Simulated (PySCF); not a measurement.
(3Z)-3-methylpenta-1,3-diene (C6H10), SMILES C=C/C(C)=C\C. Geometry: PBE0-D3(BJ)/def2-SVP. One conformer was computed; it need not be the lowest.

Calculation: PBE0-D3(BJ)/def2-SVP (PySCF).

Harmonic wavenumbers (cm⁻¹): 113, 145, 208, 244, 263, 325, 406, 478, 570, 721, 772, 851, 931, 945, 1025, 1028, 1042, 1051, 1057, 1137, 1272, 1312, 1365, 1391, 1403, 1439, 1448, 1449, 1455, 1474, 1697, 1750, 3046, 3047, 3113, 3125, 3157, 3166, 3171, 3177, 3198, 3271. Rotational constants (GHz): 5.447, 2.542, 1.771; symmetry number 1.

Work out the zero-point energy and the ideal-gas rigid-rotor harmonic-oscillator thermochemistry at 298.15 K and 1 atm.

ZPE = ½ Σ hcν = ½ × 62239 cm⁻¹ = 372.27 kJ/mol. H − E(el) = 394.25 kJ/mol. Entropy in J/(mol K): translation 163.73, rotation 112.86, vibration 68.80, total 345.38. G − E(el) = 291.27 kJ/mol. Cp = 119.85 J/(mol K). Modes under 150 cm⁻¹ make the vibrational entropy uncertain.
